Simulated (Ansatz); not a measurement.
Two isomers of C2H5BOS: A = `OC1CBS1`, B = `B1COCS1`.

Isolated molecules relaxed with PBE0-D4/def2-TZVP in Ansatz; ΔE leaves out vibrations. CCSD(T)/CBS is the MP2 limit (def2-TZVPP, def2-QZVPP) plus CCSD(T) − MP2 in def2-TZVPP, frozen cores. Functionals use def2-TZVPP. B3LYP here is the variant with VWN-RPA as its local correlation; programs differ in this. Each species was taken in one conformer, which may not be the lowest.

Q: Which is lower in electronic energy at CCSD(T)/CBS, and by how much? (Best estimate.)

A: Computed: B, by 10.5 kJ/mol.

Q: Give E(B) − E(A) in kJ/mol with B2PLYP, CCSD/def2-TZVPP, CCSD(T)/def2-TZVPP, PBE0-D4, HF/def2-TZVPP, ωB97M-V, B3LYP. (An estimate is asked.)

A: Ansatz gave: B2PLYP -15.4, CCSD/def2-TZVPP -14.1, CCSD(T)/def2-TZVPP -13.1, PBE0-D4 -12.8, HF/def2-TZVPP -23.0, ωB97M-V -12.7, B3LYP -17.6. None reverses the order clearly.

Largest T1 diagnostic: 0.015.

In def2-TZVPP, CCSD(T) changes the Hartree–Fock value by +10.0 kJ/mol (the triples alone add +1.0 kJ/mol) and MP2 by +14.9 kJ/mol.
